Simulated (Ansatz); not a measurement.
`F[SiH2][SiH](F)F` + `SBS` → `F[SiH2][SiH](F)S` + `FBS`  (redistribution)

Gas-phase electronic energies from Ansatz, PBE0-D4/def2-TZVP geometries. CCSD(T)/CBS is the MP2 limit (def2-TZVPP, def2-QZVPP) plus CCSD(T) − MP2 in def2-TZVPP, frozen cores. This one scheme is used for every species. Functionals use def2-TZVPP. One conformer a species, not always the lowest.

`F[SiH2][SiH](F)F`:

Z-matrix (Å, degrees):
```
Si
Si 1 2.355
F 1 1.604 2 108.5
H 1 1.484 2 111.1 3 -119.4
H 1 1.485 2 110.4 3 118.4
F 2 1.594 1 107.5 3 -175.8
F 2 1.591 1 109.8 3 67.6
H 2 1.481 1 116.5 3 -54.8
```

`SBS`:

```xyz
6

S     0.603    1.700    0.248
B     0.346    0.018   -0.289
S    -0.959   -1.009    0.369
H    -0.395    1.787    1.145
H     1.097   -0.389   -1.117
H    -0.692   -2.107   -0.356
```

`F[SiH2][SiH](F)S`:

Z-matrix (Å, degrees):
```
Si
Si 1 2.348
F 1 1.609 2 106.6
H 1 1.484 2 113.7 3 118.8
H 1 1.485 2 110.3 3 -117.2
S 2 2.120 1 107.7 3 36.9
F 2 1.603 1 109.4 3 -85.5
H 2 1.483 1 114.5 3 154.2
H 6 1.345 2 94.3 1 -38.7
```

`FBS`:

Z-matrix (Å, degrees):
```
B
F 1 1.322
S 1 1.794 2 117.9
H 1 1.194 2 119.5 3 -180.0
H 3 1.342 1 94.9 2 180.0
```

| level | ΔE (kcal/mol) | difference from CCSD(T)/CBS |
| --- | --- | --- |
| LDA (SPW92) | 3.6 | -2.2 |
| BLYP-D4 | 4.5 | -1.3 |
| r2SCAN0-D4 | 4.9 | -0.9 |
| BHLYP-D4 | 5.0 | -0.8 |
| ωB97X-V | 4.7 | -1.1 |
| ωB97M-V | 4.3 | -1.5 |
| r2SCAN | 4.9 | -0.9 |
| RPA@PBE/def2-TZVPP | 5.9 | 0.1 |
| CCSD/def2-SVP | 1.9 | -3.9 |
| SCS-MP2/def2-TZVPP | 6.4 | 0.6 |
| CCSD(T)/CBS | 5.8 | 0 |

Largest T1 diagnostic among the species: 0.014.

Leaving LDA and LC-ωPBE aside and taking each functional with its dispersion term where it has one, the values, not all of them listed here, spread over 2.0 kcal/mol, from PBE-D4 to B2PLYP. At CCSD(T), def2-SVP lies −3.9 kcal/mol from the extrapolated value and def2-TZVPP −0.1 kcal/mol.
